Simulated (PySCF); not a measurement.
C4H12OSi2.
SMILES with atom numbers: `[CH3:1][CH2:2][O:3][SiH:4]1[CH2:5][SiH2:6][CH2:7]1`

Probes without a nucleus sit at each ring's centroid and 1 Å off its mean plane on both sides; NICS is minus the shielding there, NICSzz its component along the normal. Level: GIAO PBE0/pcSseg-1 (PySCF, non-relativistic, gas phase) on the PBE0-D3(BJ)/def2-SVP geometry, one conformer.

Ring bond lengths (Å), with Mayer bond orders in brackets: Si4–C5 1.899 (0.88), C5–Si6 1.907 (0.92), Si6–C7 1.907 (0.91), C7–Si4 1.886 (0.91).

Problem. Give the NICS values of each ring in ppm.

Solution. 
```json
{"ring": "Si4–C5–Si6–C7", "type": "4-membered ring with 2 Si; formal bonds all single", "NICS(0)": "-0.7", "NICS(1), two faces": "-2.1 / -1.1", "NICS(1)zz, two faces": "2.0 / 4.2", "rms pucker (Å)": "0.02", "centre to ring atoms, mean (Å)": "1.34"}
```

Problem. What do they say, and how far can they be read as aromaticity?

Solution. 
- Si4–C5–Si6–C7: mean NICS(1)zz 3.1 ppm, deshielded. Si4, C5, Si6, C7 have four or more neighbours, so the value isn't read as a sign of a π ring current.

Problem. What field does 14.1 T along the ring normal induce along that normal at the first NICS(1) probe listed for ring Si4–C5–Si6–C7, 1 Å off the ring?

Solution. NICSzz × B0 = 2.0 ppm × 14.1 T = 28 μT, along the applied field.

Problem. What are the shieldings of the ring atoms and their hydrogens in the same run (means over atoms taken as equivalent)?

Solution. 
| atoms | environment | σ isotropic (ppm) |
| --- | --- | --- |
| Si4 | oxygen-bound silicon | 340.7 |
| C5 (×2) | sp3 carbon bound to silicon | 185.3 |
| Si6 | SiH2 silicon | 389.5 |
| H on Si4 | Si–H hydrogen | 25.67 |
| H on C5 (×2) | methylene hydrogen | 30.79 |
| H on C5 (×2) | methylene hydrogen | 30.62 |
| H on Si6 | Si–H hydrogen | 26.43 |
| H on Si6 | Si–H hydrogen | 26.48 |

Problem. How do the values depend on the level or the medium?

Solution. 
```json
{"level": "PBE0/pcSseg-1, gas", "NICS(0), Si4–C5–Si6–C7": "-0.7", "mean NICS(1)zz, Si4–C5–Si6–C7": "3.1"}
{"level": "WP04/pcSseg-1, gas", "NICS(0), Si4–C5–Si6–C7": "-1.1", "mean NICS(1)zz, Si4–C5–Si6–C7": "2.5"}
```

The geometry is the same throughout.

Shape of the structure used: `[CH3:1][CH2:2][O:3][SiH:4]1[CH2:5][SiH2:6][CH2:7]1`: C1–C2–O3–Si4 -176°, C2–O3–Si4–C5 -72°.
